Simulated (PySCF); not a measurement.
H$_{2}$ClFO$_{2}$Si (SMILES O[Si](O)(F)Cl), singlet, at a GFN2-xTB geometry, with bond 6-1 at 2.4 times its length; SA2-CASSCF(2,2)/STO-3G run with PySCF.

Input for PySCF:
```python
from pyscf import gto, scf, mcscf
import numpy

mol = gto.Mole()
mol.atom = '''
    O    -0.54108154    1.67173179    0.19204531
    Si   -0.21164407    0.09282210    0.19983942
    O    -1.56824979   -0.73407385   -0.00615338
    F     0.39813198   -0.24174487    1.65296986
    Cl    1.08794920   -0.49731397   -1.17341386
    H     1.06969495    3.26348312    0.52186661
    H    -2.37073220   -0.50569338    0.45694871
'''
mol.basis = 'sto-3g'
mol.verbose = 4
mol.build()

mf = scf.RHF(mol)
mf.kernel()
mc = mcscf.CASSCF(mf, 2, 2)
mc.fix_spin_(ss=0.0)
mc = mc.state_average_([0.5, 0.5])
mc.kernel()
```

What the program printed (banner, timings and long lists left out):

```
PySCF version 2.14.0

[INPUT] verbose = 4
[INPUT] num. atoms = 7
[INPUT] num. electrons = 58
[INPUT] charge = 0
[INPUT] spin (= nelec alpha-beta = 2S) = 0
[INPUT] symmetry False subgroup None
[INPUT] Mole.unit = angstrom
[INPUT] Symbol           X                Y                Z      unit          X                Y                Z       unit  Magmom
[INPUT]  1 O     -0.541081540000   1.671731790000   0.192045310000 AA   -1.022495921658   3.159115236829   0.362913039407 Bohr   0.0
[INPUT]  2 Si    -0.211644070000   0.092822100000   0.199839420000 AA   -0.399949328188   0.175408347307   0.377641772692 Bohr   0.0
[INPUT]  3 O     -1.568249790000  -0.734073850000  -0.006153380000 AA   -2.963562598007  -1.387198531705  -0.011628202940 Bohr   0.0
[INPUT]  4 F      0.398131980000  -0.241744870000   1.652969860000 AA    0.752360403631  -0.456831596319   3.123660327561 Bohr   0.0
[INPUT]  5 Cl     1.087949200000  -0.497313970000  -1.173413860000 AA    2.055926025440  -0.939787201220  -2.217430826169 Bohr   0.0
[INPUT]  6 H      1.069694950000   3.263483120000   0.521866610000 AA    2.021430492330   6.167089308941   0.986184966455 Bohr   0.0
[INPUT]  7 H     -2.370732200000  -0.505693380000   0.456948710000 AA   -4.480034572688  -0.955621991206   0.863507914873 Bohr   0.0

nuclear repulsion = 318.627614089268
number of shells = 21
number of NR pGTOs = 105
number of NR cGTOs = 35
basis = sto-3g
ecp = {}

******** <class 'pyscf.scf.hf.RHF'> ********
method = RHF
initial guess = minao
damping factor = 0
level_shift factor = 0
DIIS = <class 'pyscf.scf.diis.CDIIS'>
diis_start_cycle = 1
diis_space = 8
diis_damp = 0
SCF conv_tol = 1e-09
SCF conv_tol_grad = None
SCF max_cycles = 50
direct_scf = True
direct_scf_tol = 1e-13
Set gradient conv threshold to 3.16228e-05
Initial guess from minao.
init E= -986.875494202173
  HOMO = -0.466814055116357  LUMO = -0.175006468519017  gap/eV = 7.94049
cycle= 1 E= -986.447557337762  delta_E= 0.428  |g|= 0.695  |ddm|= 3.32
  HOMO = 0.010349433492741  LUMO = 0.0449316190786906  gap/eV = 0.94103
cycle= 2 E= -986.276724307392  delta_E= 0.171  |g|= 0.963  |ddm|= 2.95
  HOMO = -0.230064305243615  LUMO = -0.0651636055931634  gap/eV = 4.48718
cycle= 3 E= -986.806732019798  delta_E= -0.53  |g|= 0.119  |ddm|= 1.94
  HOMO = -0.265715638311559  LUMO = 0.00833400298532005  gap/eV = 7.45727
cycle= 4 E= -986.814723011611  delta_E= -0.00799  |g|= 0.0663  |ddm|= 0.304
  HOMO = -0.275471803788736  LUMO = 0.0338591282434089  gap/eV = 8.41732
cycle= 5 E= -986.816433696521  delta_E= -0.00171  |g|= 0.0291  |ddm|= 0.0912
  HOMO = -0.267689050613885  LUMO = 0.0313636144210664  gap/eV = 8.13764
cycle= 6 E= -986.816888814368  delta_E= -0.000455  |g|= 0.00412  |ddm|= 0.0587
  HOMO = -0.268459216849907  LUMO = 0.0323703533739538  gap/eV = 8.18599
cycle= 7 E= -986.816924007602  delta_E= -3.52e-05  |g|= 0.00313  |ddm|= 0.0177
  HOMO = -0.268734688588611  LUMO = 0.0327669288057181  gap/eV = 8.20428
cycle= 8 E= -986.816951804464  delta_E= -2.78e-05  |g|= 0.00185  |ddm|= 0.0188
  HOMO = -0.268678984108552  LUMO = 0.0323408304332904  gap/eV = 8.19117
cycle= 9 E= -986.816969319125  delta_E= -1.75e-05  |g|= 0.000909  |ddm|= 0.022
  HOMO = -0.268949864619593  LUMO = 0.0323313198940253  gap/eV = 8.19828
cycle= 10 E= -986.816973084036  delta_E= -3.76e-06  |g|= 0.000623  |ddm|= 0.00894
  HOMO = -0.268981917787015  LUMO = 0.0323235822705208  gap/eV = 8.19894
cycle= 11 E= -986.816975662013  delta_E= -2.58e-06  |g|= 0.000388  |ddm|= 0.00829
  HOMO = -0.268946682951521  LUMO = 0.0323384802018999  gap/eV = 8.19839
cycle= 12 E= -986.816976940848  delta_E= -1.28e-06  |g|= 0.000104  |ddm|= 0.00855
  HOMO = -0.268925783529191  LUMO = 0.03235167601579  gap/eV = 8.19818
cycle= 13 E= -986.816977013697  delta_E= -7.28e-08  |g|= 1.89e-05  |ddm|= 0.00238
  HOMO = -0.268925531777231  LUMO = 0.0323496370288409  gap/eV = 8.19811
cycle= 14 E= -986.816977014377  delta_E= -6.8e-10  |g|= 5.92e-06  |ddm|= 0.000182
  HOMO = -0.268925524501401  LUMO = 0.0323495649277066  gap/eV = 8.19811
Extra cycle  E= -986.816977014405  delta_E= -2.77e-11  |g|= 3.1e-06  |ddm|= 1.48e-05
converged SCF energy = -986.816977014405

******** <class 'pyscf.mcscf.addons.StateAverageCASSCF'> ********
CAS (1e+1e, 2o), ncore = 28, nvir = 5
max_cycle_macro = 50
max_cycle_micro = 4
conv_tol = 1e-07
conv_tol_grad = None
orbital rotation max_stepsize = 0.02
orbital rotation threshold for CI restart = 0.01
augmented hessian ah_max_cycle = 30
augmented hessian ah_conv_tol = 1e-12
augmented hessian ah_linear dependence = 1e-14
augmented hessian ah_level shift = 1e-08
augmented hessian ah_start_tol = 2.5
augmented hessian ah_start_cycle = 3
augmented hessian ah_grad_trust_region = 3
kf_trust_region = 3
kf_interval = 4
ci_response_space = 4
ci_grad_trust_region = 3
with_dep4 0
natorb = False
canonicalization = True
sorting_mo_energy = False
ao2mo_level = 2
internal_rotation = False
******** <class 'pyscf.mcscf.addons.StateAverageSpinPenaltyFCISolver'> ********
max. cycles = 50
conv_tol = 1e-08
davidson only = True
linear dependence = 1e-12
level shift = 0.001
max iter space = 12
nroots = 2
pspace_size = 400
spin = None
State-average over 2 states with weights [0.5, 0.5]
CASCI E = -986.808431639864  S^2 = 1.0000000
Set conv_tol_grad to 0.000316228
macro iter   1 ( 19 JK    4 micro), CASSCF E = -986.829870757456  dE = -2.14391176e-02  S^2 = 1.0000000
               |grad[o]|=0.107  |ddm|=0.0264  |maxRot[o]|=0.0805
macro iter   2 ( 13 JK    4 micro), CASSCF E = -986.830147918298  dE = -2.77160842e-04  S^2 = 1.0000000
               |grad[o]|=0.00776  |ddm|=0.00537  |maxRot[o]|=0.119
macro iter   3 (  7 JK    2 micro), CASSCF E = -986.830153614991  dE = -5.69669294e-06  S^2 = 1.0000000
               |grad[o]|=0.0011  |ddm|=0.00124  |maxRot[o]|=0.0178
macro iter   4 (  3 JK    1 micro), CASSCF E = -986.830153617759  dE = -2.76781975e-09  S^2 = 1.0000000
               |grad[o]|=4.47e-05  |ddm|=1.38e-05  |maxRot[o]|=4.08e-05
1-step CASSCF converged in   4 macro ( 42 JK  11 micro) steps
CASSCF canonicalization
Density matrix diagonal elements [1.11404989 0.88595011]
CASSCF energy = -986.830153617759
CASCI E = -986.830153617759  E(CI) = -1.05424928571972  S^2 = 1.0000000
CASCI state-averaged energy = -986.830153617759
CASCI energy for each state
  State 0 weight 0.5  E = -987.03358428362 S^2 = 0.0000000
  State 1 weight 0.5  E = -986.626722951897 S^2 = 2.0000000
```
